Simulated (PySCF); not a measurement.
Ta(NH)(Cl)2(Me) (CH₄Cl₂NTa), SMILES [CH3][Ta](=[NH])([Cl])[Cl], multiplicity 1.

Coordinates come from a PBE0-D3(BJ)/def2-SVP optimisation. The spin state was assumed, not searched. The def2 effective core potentials stand for the cores of Ta; spin–orbit coupling is left out.

These are TDDFT-PBE/def2-SVPD (PySCF 2.14.0) values and carry that method's errors.

Vertical excitations.  State labels are in the subgroup Cs.

Computed excitation energies, oscillator strengths and character:
```
state  symmetry  energy (eV)  λ (nm)      f                            main pairs
-----  --------  -----------  ------  -----  ------------------------------------
S1           A'         4.10     302  0.004                        HOMO→LUMO 98 %
S2           A"         4.22     294  0.000                      HOMO−1→LUMO 97 %
S3           A"         4.59     270  0.001                      HOMO→LUMO+1 94 %
S4           A"         4.82     257  0.002                      HOMO−2→LUMO 95 %
S5           A'         4.89     253  0.009                    HOMO−1→LUMO+1 93 %
S6           A'         5.27     235  0.004                      HOMO−3→LUMO 85 %
S7           A'         5.37     231  0.023                    HOMO−2→LUMO+1 84 %
S8           A"         5.48     226  0.004                      HOMO−4→LUMO 91 %
S9           A"         5.72     217  0.000  HOMO−6→LUMO 81 %, HOMO−3→LUMO+1 18 %
S10          A"         5.75     215  0.002                      HOMO→LUMO+2 91 %
T1           A'         3.83     324      0                        HOMO→LUMO 98 %
T2           A"         3.96     313      0                      HOMO−1→LUMO 98 %
T3           A'         4.31     288      0                    HOMO−1→LUMO+1 94 %
T4           A"         4.35     285      0    HOMO→LUMO+1 67 %, HOMO−2→LUMO 31 %
```
Triplets are in the Tamm–Dancoff approximation, which puts them higher than full response would, so one can lie above its singlet here.
